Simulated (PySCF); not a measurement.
Predicted microwave data (PySCF, PBE0-D3(BJ)/def2-SVP geometry optimisation, gas phase) for one isomer of C4H6BNO2:

* Rotational constants: A = 5130, B = 802.2, C = 724.3 MHz
* Dipole components: |μa| = 4.25 D, |μb| = 1.29 D, |μc| = 0.49 D
* Inertial defect: -30.77 u·Å²
* κ: -0.96

Question: Which structure is it? (One computed conformer of each.)
A. `[N:1]#[C:2][C@H:3]1[CH2:4][CH2:5][O:6][BH:7][O:8]1` with C2–C3–C4–C5 71°, C3–C4–C5–O6 53°, C4–C5–O6–B7 -29°, C5–O6–B7–O8 1°
B. `[CH3:1]/[N:2]=[CH:3]\[C:4]#[C:5][B:6]([OH:7])[OH:8]` with C5–B6–O7–H 180°, C5–B6–O8–H 179°

Answer: B. It is C/N=C\C#CB(O)O, a near-prolate asymmetric top, point group C1. The candidates at the same level (rigid rotor, commonest isotopes):

```json
{"SMILES": "C/N=C\\C#CB(O)O", "A (MHz)": "5130", "B (MHz)": "802.2", "C (MHz)": "724.3", "μa (D)": "4.25", "μb (D)": "1.29", "μc (D)": "0.49", "Δ (u·Å²)": "-30.77", "point group": "C1", "rotor": "near-prolate asymmetric top"}
{"SMILES": "N#C[C@H]1CCOBO1", "A (MHz)": "3542", "B (MHz)": "1828", "C (MHz)": "1600", "μa (D)": "1.41", "μb (D)": "2.09", "μc (D)": "2.91", "Δ (u·Å²)": "-103.17", "point group": "C1", "rotor": "asymmetric top"}
```

`N#C[C@H]1CCOBO1` has B 128 % too high. No structure here is proved a minimum.
